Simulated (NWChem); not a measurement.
Species: C$_{2}$H$_{7}$ClSi; SMILES [SiH3]CCCl

```xyz
11

Si     0.4751     1.6772     0.0469
C     -1.0186     0.5688    -0.3341
C     -1.0081    -0.7950     0.3263
Cl     0.4819    -1.7178    -0.0609
H      0.1168     3.0852    -0.3104
H      0.7875     1.6220     1.5089
H      1.6840     1.2876    -0.7338
H     -1.0983     0.4610    -1.4291
H     -1.9275     1.1049    -0.0074
H     -1.0453    -0.7142     1.4221
H     -1.8510    -1.4199    -0.0015
```
Atoms are numbered in this order, from 1.

Computed with NWChem. Pople sets run with spherical d functions. Geometry: optimised at PBE0/def2-SVP. GIAO values for the isolated, static molecule; σ is the absolute isotropic shielding, δ = σ(reference) − σ with the isolated reference molecule computed at the same levels (13C: tetramethylsilane, 1H: tetramethylsilane, 29Si: tetramethylsilane).

For level BHandHLYP/pcSseg-1:

```yaml
"δ Si1 (ppm)": -63.9
"δ C3 (ppm)": 48.3
"δ H11 (ppm)": 3.76
```

Task: What are these values for level B3LYP/6-31G*?

Result: The δ Si1 (ppm) is -37.8, the δ C3 (ppm) is 44.5 and the δ H11 (ppm) comes out as 3.65.
